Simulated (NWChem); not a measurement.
Species: CH$_{5}$B; SMILES BC

```xyz
7

B     -0.0009    -0.8757    -0.0186
H      1.0281    -1.4899     0.0118
H     -1.0258    -1.4965     0.0123
C     -0.0015     0.6849    -0.0161
H      0.0389     0.9640     1.0545
H     -0.9101     1.1486    -0.4148
H      0.8822     1.1429    -0.4743
```
Atoms are numbered in this order, from 1.

Program: NWChem. All runs use the structure optimised with B3LYP/6-31G* (spherical d). Vertical excitations in the gas phase; the lowest state need not have the same character in each row.

```json
[
 {"level": "PBE/def2-SVPD, full TDDFT", "lowest excitation, singlet (eV)": "5.45", "oscillator strength of that lowest state": "0.000", "orbital gap (eV)": "5.27"},
 {"level": "B3LYP/def2-SVPD, full TDDFT", "lowest excitation, singlet (eV)": "5.79", "oscillator strength of that lowest state": "0.000", "orbital gap (eV)": "7.33"},
 {"level": "PBE0/def2-SVPD, full TDDFT", "lowest excitation, singlet (eV)": "5.79", "oscillator strength of that lowest state": "0.000", "orbital gap (eV)": "7.76"},
 {"level": "LDA (Slater exchange, VWN5)/def2-SVPD, full TDDFT", "lowest excitation, singlet (eV)": "5.21", "oscillator strength of that lowest state": "0.000", "orbital gap (eV)": "4.97"}
]
```
